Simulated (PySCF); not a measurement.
Cd(OH)(SH) (CdH2OS), SMILES [SH][Cd][OH].

Coordinates come from a r2SCAN-D4/def2-TZVP optimisation. The def2 effective core potentials stand for the cores of Cd; spin–orbit coupling is left out. Other conformers were not sampled.

These are IEF-PCM-ωB97X/def2-SVP (PySCF) values and carry that method's errors.

The values are the electrostatic part of the solvation free energy, E(continuum) − E(gas) at the gas-phase geometry, in a cavity of scaled van der Waals radii (PySCF's table); cavitation and dispersion terms are not included. A continuum can't describe solvent molecules that bind to the metal. In vacuum the orbital gap is 10.26 eV. The dipole moment in vacuum is 1.75 D.

Computed values in water (ε = 78.36), toluene (ε = 2.37), diethylether (ε = 4.24):
```csv
solvent,ε,ΔG(elec) (kcal/mol),dipole (D),gap (eV)
water,78.36,-16.6,2.35,10.82
toluene,2.37,-7.5,1.99,10.50
diethylether,4.24,-11.0,2.12,10.62
```
